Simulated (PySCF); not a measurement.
## Computed properties of Sn(H)3(OH) (H4OSn), SMILES [OH][SnH3]

H₄OSn, SMILES [OH][SnH3]. Geometry: B3LYP-D3(BJ)/def2-TZVP. The def2 effective core potentials stand for the cores of Sn; spin–orbit coupling is left out. The values are those of a single conformer. All values are computed for the isolated molecule unless a solvent is named; none is compared with measurement here.

**Structure.** The optimised structure has Cs symmetry. All 12 harmonic modes at B3LYP-D3(BJ)/def2-TZVP (PySCF) are real, so it is a minimum.

**Vibrations.** The strongest infrared lines (harmonic, unscaled, degenerate partners summed) lie at 1914 cm⁻¹ (207 km/mol, H 99 %), 1963 cm⁻¹ (129 km/mol, H 99 %), 597 cm⁻¹ (120 km/mol, O 82 %, Sn 14 %). The softest mode is at 130 cm⁻¹ and the zero-point energy is 20.5 kcal/mol.

**Electronic structure.** r2SCAN/def2-TZVPD (PySCF) places the frontier levels at -7.00 and -1.03 eV, a gap of 5.97 eV, and gives a dipole moment of 1.67 D and a mean polarisability of 47.5 bohr³.

**Excitations.** TDDFT-CAM-B3LYP/def2-SVPD (PySCF) has S1 at 6.20 eV (200 nm, f = 0.015, weak); the most intense of the 10 singlets computed lies at 8.56 eV (f = 0.26). T1 (TDA) is at 5.72 eV. No vertical singlet excitation falls in the visible range (under 3.1 eV).
